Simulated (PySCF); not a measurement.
The vertical singlet excitations below were computed for one of the candidates. Method used: TDDFT CAM-B3LYP/def2-SVPD, vertical, gas phase, core orbitals frozen in the response (PySCF 2.14.0, density-fitted response routines). Geometries: GFN2-xTB, one conformer each.

```json
{"state": "S1", "E (eV)": "6.33", "f": "0.013", "main configurations (H = HOMO, L = LUMO)": "H→L (72%), H→L+1 (17%)"}
{"state": "S2", "E (eV)": "6.40", "f": "0.225", "main configurations (H = HOMO, L = LUMO)": "H→L+1 (73%), H→L (17%)"}
{"state": "S3", "E (eV)": "6.76", "f": "0.030", "main configurations (H = HOMO, L = LUMO)": "H→L+2 (67%), H-1→L (16%)"}
{"state": "S4", "E (eV)": "6.90", "f": "0.178", "main configurations (H = HOMO, L = LUMO)": "H-1→L+1 (42%), H-1→L (33%)"}
{"state": "S5", "E (eV)": "7.01", "f": "0.202", "main configurations (H = HOMO, L = LUMO)": "H-1→L (32%), H-1→L+1 (28%), H→L+2 (9%)"}
{"state": "S6", "E (eV)": "7.22", "f": "0.0051", "main configurations (H = HOMO, L = LUMO)": "H→L+3 (67%), H→L+4 (16%)"}
{"state": "S7", "E (eV)": "7.29", "f": "0.040", "main configurations (H = HOMO, L = LUMO)": "H→L+6 (31%), H→L+4 (26%), H→L+5 (12%)"}
{"state": "S8", "E (eV)": "7.44", "f": "0.0085", "main configurations (H = HOMO, L = LUMO)": "H-2→L (57%), H-2→L+1 (10%)"}
```

Triplets computed (Tamm–Dancoff): 4.26, 5.80, 6.03 eV.

Question: Which candidate is it?
A. `[SiH3]NC1CC1`
B. `C[C@@H]1C[Si@@H](CF)N1`
C. `OCC1CC1`
D. `C=CC[SiH]([SiH3])[SiH3]`
E. `C=C[SiH2]C([SiH3])[SiH3]`

Answer: D. Its S1 lies at 6.33 eV; the nearest of the others has S1 at 6.64 eV. S1 is HOMO→LUMO (72%), HOMO→LUMO+1 (17%). Löwdin shares by element: HOMO carbon 71%, silicon 10% or more (atoms not listed hold the other 19%); LUMO silicon 64%, hydrogen 10% or more (atoms not listed hold the other 26%). At the same level the other candidates give, for their lowest levels:
- `C[C@@H]1C[Si@@H](CF)N1`: 5.88 eV (f 0.010); 6.44 eV (f 0.007); 7.03 eV (f 0.021); 7.19 eV (f 0.030); 7.30 eV (f 0.029); T1 5.56 eV; HOMO -8.14, LUMO 1.11 eV
- `C=C[SiH2]C([SiH3])[SiH3]`: 6.64 eV (f 0.018); 7.15 eV (f 0.508); 7.50 eV (f 0.027); 7.74 eV (f 0.058); 7.80 eV (f 0.028); T1 4.35 eV; HOMO -9.24, LUMO 0.58 eV
- `OCC1CC1`: 7.11 eV (f 0.010); 8.13 eV (f 0.006); 8.20 eV (f 0.009); 8.34 eV (f 0.026); 8.42 eV (f 0.020); T1 6.80 eV; HOMO -9.30, LUMO 1.32 eV
- `[SiH3]NC1CC1`: 5.84 eV (f 0.005); 6.74 eV (f 0.007); 6.78 eV (f 0.019); 6.90 eV (f 0.002); 7.22 eV (f 0.020); T1 5.61 eV; HOMO -7.81, LUMO 1.27 eV

Conformer computed: `[CH2:1]=[CH:2][CH2:3][SiH:4]([SiH3:5])[SiH3:6]`: C1–C2–C3–Si4 101°, C2–C3–Si4–Si5 175°.
